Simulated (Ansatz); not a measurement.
Rb₂Cl₃⁻, relaxed as a singlet with RKS PBE0-D4/def2-SVPD in Ansatz, starting from the GFN2-xTB geometry. Force threshold 0.02 eV/Å.

In the def2 sets Rb takes a core potential; there is no spin–orbit coupling. Another isomer (singlet) lies 0.18 eV lower at PBE0-D4/def2-TZVPD; other spin states weren't run for this one.

Start:

```xyz
5

Rb    0.103    2.851   -0.805
Rb   -0.036   -2.861    0.778
Cl    0.092    5.497   -1.555
Cl    0.041   -0.003    0.018
Cl   -0.201   -5.484    1.564
```

**Question.** Estimate the energy that the relaxation releases and the steps that it takes.

**Answer.** 7.1 kcal/mol, in 4 steps; 63 s on 4 threads of Intel Xeon on a shared host. No frequencies were taken in this run, so the end may be a saddle point.

**Question.** Does the start keep its bonding and symmetry?

**Answer.** By distances, no bond broke or formed. The bond that changes most is Rb2–Cl5, from 2.74 to 2.99 Å (atoms count from 1).

**Question.** Predict the relaxed structure.

**Answer.** 
```xyz
5

Rb    0.090    2.984   -0.838
Rb   -0.062   -2.985    0.837
Cl    0.108    5.857   -1.658
Cl    0.065   -0.001    0.001
Cl   -0.201   -5.854    1.658
```
Bond lengths (bridged metal pairs left out): 4 × Cl–Rb 2.99 to 3.10 Å.
